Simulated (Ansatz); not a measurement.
CH2ClFOZn can be A, `O[C](F)(Cl)[ZnH]`, or B, `O[CH](Cl)[Zn][F]`.

Isolated molecules relaxed with PBE0-D4/def2-TZVP in Ansatz; ΔE leaves out vibrations. CCSD(T)/CBS is the MP2 limit (def2-TZVPP, def2-QZVPP) plus CCSD(T) − MP2 in def2-TZVPP, frozen cores. Functionals use def2-TZVPP. B3LYP here is the variant with VWN-RPA as its local correlation; programs differ in this. For Zn outer-core shells are correlated without core-valence functions, which leaves a few kJ/mol of doubt a bond. Scalar relativity is left out up to krypton. Each species was taken in one conformer, which may not be the lowest.

**Question.** Which isomer does CCSD(T)/CBS put lower? Give the gap. (Best estimate.)

**Answer.** Ansatz gave: B, by 121.1 kJ/mol.

**Question.** Give E(B) − E(A) in kJ/mol with B3LYP-D4, PBE-D4, r2SCAN-D4, HF/def2-TZVPP, BLYP-D4, CCSD/def2-TZVPP, B3LYP. (Best estimate.)

**Answer.** Ansatz gave: B3LYP-D4 -107.3, PBE-D4 -103.4, r2SCAN-D4 -104.4, HF/def2-TZVPP -108.3, BLYP-D4 -108.3, CCSD/def2-TZVPP -111.7, B3LYP -109.7. None reverses the order clearly.

**Question.** Does the order hold for the free energy at 298.15 K (harmonic terms from PBE0-D4)? (Best estimate.)

**Answer.** Computed: Yes: G(B) − G(A) = -110.7 kJ/mol, for one conformer each.

Largest T1 diagnostic: 0.016.

At CCSD(T), def2-SVP lies +30.3 kJ/mol from the extrapolated value and def2-TZVPP +11.5 kJ/mol. Leaving LDA and LC-ωPBE aside and taking each functional with its dispersion term where it has one, the values, not all of them listed here, spread over 14.7 kJ/mol, from B2PLYP to B97M-V. LDA lies +15.8 kJ/mol from PBE without D4.
